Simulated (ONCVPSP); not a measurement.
**Ti ONCV: all-electron and pseudo phase curves**

```json
{
  "Element": "titanium (Ti)",
  "Generator": "ONCVPSP 4.0.1",
  "Type": "optimised norm-conserving Vanderbilt (ONCV)",
  "Functional": "LDA (Perdew-Zunger)",
  "Relativity": "fully relativistic",
  "Frozen core": "[Ne]",
  "Valence charge": "12",
  "Reference configuration": "3s2 3p6 3d2 4s2",
  "Partial waves": "3s+4s: rc 1.40 bohr, ncon 5, nbas 9, qcut 8.5 1/bohr, 3 projectors, debl 2.8 Ha; 3p: rc 1.10 bohr, ncon 4, nbas 8, qcut 8 1/bohr, 1 projector; 3d: rc 2.30 bohr, ncon 4, nbas 9, qcut 6.1 1/bohr, 1 projector",
  "Local potential": "polynomial inside 0.95 bohr (lpopt 5, dvloc0 2 Ha)",
  "Core correction": "none"
}
```

Open shells are filled in proportion to 2j + 1.

The phase is arctan(r·R′/R) of the radial function R(r), unwrapped; energies in Ha, scanned from -4 to 5 Ha. A pole is an energy at which the radial function vanishes at the test radius. The pseudo phase is shifted by a multiple of π to meet the all-electron one at the reference energy, and phase errors are pseudo minus all-electron; the curves can meet again beyond the range given. Levels narrower than the energy grid can be missing from the lists of poles.

```tsv
channel	radius (bohr)	reference energy (Ha)	poles, all-electron	poles, pseudo	unbroken range about the reference energy with phases within 0.05 rad	phase error 1 Ha above the reference energy (rad)
s	1.42	-0.17	-1.21	-1.21	the whole range	+0.000
p3/2	1.12	-1.42	2.14	1.98	below 4.6	-0.001
p1/2	1.12	-1.44	2.06	1.91	below 4.6	-0.001
d5/2	2.33	-0.16	0.06, 3.01	0.07, 4.10	below 0.4	+0.303
d3/2	2.33	-0.17	0.05, 3.00	0.06, 4.10	below 0.4	+0.305
```

Phases in the p3/2 channel:

| E (Ha) | all-electron | pseudo |
| --- | --- | --- |
| -3.98 | 0.592 | 0.581 |
| -3.50 | 0.333 | 0.322 |
| -3.02 | -0.021 | -0.030 |
| -2.54 | -0.414 | -0.419 |
| -2.06 | -0.747 | -0.749 |
| -1.58 | -0.986 | -0.986 |
| -1.10 | -1.149 | -1.149 |
| -0.62 | -1.264 | -1.265 |
| -0.14 | -1.348 | -1.350 |
| 0.34 | -1.413 | -1.416 |
| 0.82 | -1.465 | -1.470 |
| 1.30 | -1.508 | -1.515 |
| 1.78 | -1.546 | -1.555 |
| 2.26 | -1.579 | -1.592 |
| 2.74 | -1.610 | -1.627 |
| 3.22 | -1.640 | -1.662 |
| 3.70 | -1.670 | -1.698 |
| 4.18 | -1.700 | -1.738 |
| 4.66 | -1.732 | -1.785 |
